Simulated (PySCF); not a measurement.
Spinor energies of W³¹⁺ (tungsten, charge +31)

Start: [Kr] 4d7; 4d3/2 filled at m_j = -3/2, -1/2, +1/2, +3/2; 4d5/2 filled at m_j = +1/2, +3/2, +5/2. Calculated with PySCF 2.14 in an uncontracted even-tempered set (17 s from 2.9 bohr⁻², ratio 2.8; 14 p from 3.8 bohr⁻², ratio 2.8; 9 d from 3.8 bohr⁻², ratio 2.8; 3 f from 17 bohr⁻², ratio 3): generalised Hartree-Fock with the X2C-1e Hamiltonian and a Gaussian nucleus; one run each with spin-orbit coupling (SO) switched off, then screened by Boettger's factors.

```json
{"spinor shell": "1s1/2", "electrons": "2", "ε, spin-free (eV)": "-71068.0", "ε, screened SO (eV)": "-71046.0", "weight of nominal j (screened SO)": "1.000", "rms radius, screened SO (bohr)": "0.0208"}
{"spinor shell": "2s1/2", "electrons": "2", "ε, spin-free (eV)": "-13381.6", "ε, screened SO (eV)": "-13374.2", "weight of nominal j (screened SO)": "1.000", "rms radius, screened SO (bohr)": "0.0839"}
{"spinor shell": "2p1/2", "electrons": "2", "ε, spin-free (eV)": "-11853.2", "ε, screened SO (eV)": "-12820.1", "weight of nominal j (screened SO)": "1.000", "rms radius, screened SO (bohr)": "0.0713"}
{"spinor shell": "2p3/2", "electrons": "4", "ε, spin-free (eV)": "-11853.2", "ε, screened SO (eV)": "-11460.1", "weight of nominal j (screened SO)": "1.000", "rms radius, screened SO (bohr)": "0.0788"}
{"spinor shell": "3s1/2", "electrons": "2", "ε, spin-free (eV)": "-4034.3", "ε, screened SO (eV)": "-4031.6", "weight of nominal j (screened SO)": "1.000", "rms radius, screened SO (bohr)": "0.214"}
{"spinor shell": "3p1/2", "electrons": "2", "ε, spin-free (eV)": "-3573.8", "ε, screened SO (eV)": "-3787.7", "weight of nominal j (screened SO)": "1.000", "rms radius, screened SO (bohr)": "0.205"}
{"spinor shell": "3p3/2", "electrons": "4", "ε, spin-free (eV)": "-3573.8", "ε, screened SO (eV)": "-3484.6", "weight of nominal j (screened SO)": "1.000", "rms radius, screened SO (bohr)": "0.219"}
{"spinor shell": "3d3/2", "electrons": "4", "ε, spin-free (eV)": "-3041.6", "ε, screened SO (eV)": "-3081.1", "weight of nominal j (screened SO)": "1.000", "rms radius, screened SO (bohr)": "0.193"}
{"spinor shell": "3d5/2", "electrons": "6", "ε, spin-free (eV)": "-3041.6", "ε, screened SO (eV)": "-3012.6", "weight of nominal j (screened SO)": "1.000", "rms radius, screened SO (bohr)": "0.197"}
{"spinor shell": "4s1/2", "electrons": "2", "ε, spin-free (eV)": "-1665.5", "ε, screened SO (eV)": "-1664.5", "weight of nominal j (screened SO)": "1.000", "rms radius, screened SO (bohr)": "0.445"}
{"spinor shell": "4p1/2", "electrons": "2", "ε, spin-free (eV)": "-1492.9", "ε, screened SO (eV)": "-1560.1", "weight of nominal j (screened SO)": "0.998", "rms radius, screened SO (bohr)": "0.448"}
{"spinor shell": "4p3/2", "electrons": "4", "ε, spin-free (eV)": "-1492.9", "ε, screened SO (eV)": "-1464.0", "weight of nominal j (screened SO)": "0.999", "rms radius, screened SO (bohr)": "0.476"}
{"spinor shell": "4d3/2", "electrons": "4", "ε, spin-free (eV)": "-1289.0", "ε, screened SO (eV)": "-1298.2", "weight of nominal j (screened SO)": "0.977", "rms radius, screened SO (bohr)": "0.469"}
{"spinor shell": "4d5/2", "electrons": "3", "ε, spin-free (eV)": "-1289.0", "ε, screened SO (eV)": "-1281.0", "weight of nominal j (screened SO)": "0.979", "rms radius, screened SO (bohr)": "0.476"}
```

```tsv
quantity	spin-free	screened SO
E (hartree)	-15633.04407	-15652.78272
M_J	9/2	9/2
⟨J²⟩	24.751	24.753
⟨L²⟩	12.001	15.396
⟨S²⟩	3.750	2.738
```

Each row is a mean over spinors that exchange with the open shell spreads, by up to 22.747 eV (4p3/2).

Breit and QED terms are absent; they matter most for the inner s and p1/2 levels.

Densities and radii are taken from the X2C orbitals without a picture-change correction, which distorts them close to the nucleus.

Without spin-orbit coupling the j labels of p, d and f shells carry no meaning; the spin-free column gives the mean over the occupied spinors of each nl shell.
